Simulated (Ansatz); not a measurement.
Geometry optimisation of MoO₃F, that is [MoO3F]- with one electron fewer.

```yaml
crystal:
  periodic: [false, false, false]
  atoms:
    - {symbol: Mo, position_ang: [0.019266, 0.033251, 0.013866]}
    - {symbol: O, position_ang: [0.026261, 0.008273, 1.744258]}
    - {symbol: O, position_ang: [1.645867, 0.036517, -0.576976]}
    - {symbol: O, position_ang: [-0.808598, 1.445817, -0.546690]}
    - {symbol: F, position_ang: [-0.882797, -1.523858, -0.634449]}
basis:
  gaussian: {orbitals: def2-SVPD}
magnetization: {spin_polarized: true, initial_magnetization: 1}
hamiltonian: {xc: r2scan, dispersion: d4}
scf: {lower_state_search: "off"}
output: {orbitals: {seedname: orbitals}}
relax: {f_tol: 0.02, max_steps: 100}
```

```sh
$ ansatz run in.yaml --threads 4 --pin off --events-out ev --progress --plain --max-ram 3916MiB
```

It prints (some lines left out):

```
Functional definition: r2SCAN
mean field -10706.89870407 eV, -393.4712699780 hartree, gradient 6.4e-6 eV, S^2 0.783922; 0 other end points of the search recorded, 0 dependent functions left out
relax step   1: F+E_penalty+E_count = -10706.92641292 eV  Δ(F+E_penalty+E_count) = +0.000e0 eV  max|allowed force component| = 2.512e0 eV/Å  Δτ_max = 0.0000 Å  (31 SCF iters, accepted)
mean field -10707.00930167 eV, -393.4753343647 hartree, gradient 2.5e-6 eV, S^2 0.789461; 0 other end points of the search recorded, 0 dependent functions left out
relax step   2: F+E_penalty+E_count = -10707.03696887 eV  Δ(F+E_penalty+E_count) = -1.106e-1 eV  max|allowed force component| = 1.673e-1 eV/Å  Δτ_max = 0.0754 Å  (35 SCF iters, accepted)
mean field -10707.01126247 eV, -393.4754064230 hartree, gradient 1.5e-6 eV, S^2 0.788406; 0 other end points of the search recorded, 0 dependent functions left out
relax step   3: F+E_penalty+E_count = -10707.03896118 eV  Δ(F+E_penalty+E_count) = -1.992e-3 eV  max|allowed force component| = 9.467e-3 eV/Å  Δτ_max = 0.0108 Å  (32 SCF iters, accepted)
Total energy: -10707.03898459 eV, -393.4764251919 hartree
Atom 0 at    -0.013441    -0.023198    -0.009656 Å, force    -0.000806    -0.001120    -0.000377 eV/Å
Atom 1 at     0.043000     0.037767     1.727748 Å, force    -0.001808    -0.003185     0.000090 eV/Å
Atom 2 at     1.635859     0.065531    -0.555086 Å, force    -0.000232    -0.003224    -0.001846 eV/Å
Atom 3 at    -0.778096     1.451571    -0.525308 Å, force    -0.002636    -0.001938    -0.001792 eV/Å
Atom 4 at    -0.887323    -1.531671    -0.637689 Å, force     0.005482     0.009467     0.003925 eV/Å
Dipole moment:    -0.072413    -0.125023    -0.052114 e Å
Checks for a lower state left out: stability, starts, cluster_reference, orbital_swaps, neighbouring_geometries, increment
```

It took 9 s on 4 threads of Arm Neoverse V2 on a shared host.

In the def2 sets Mo takes a core potential; there is no spin–orbit coupling.
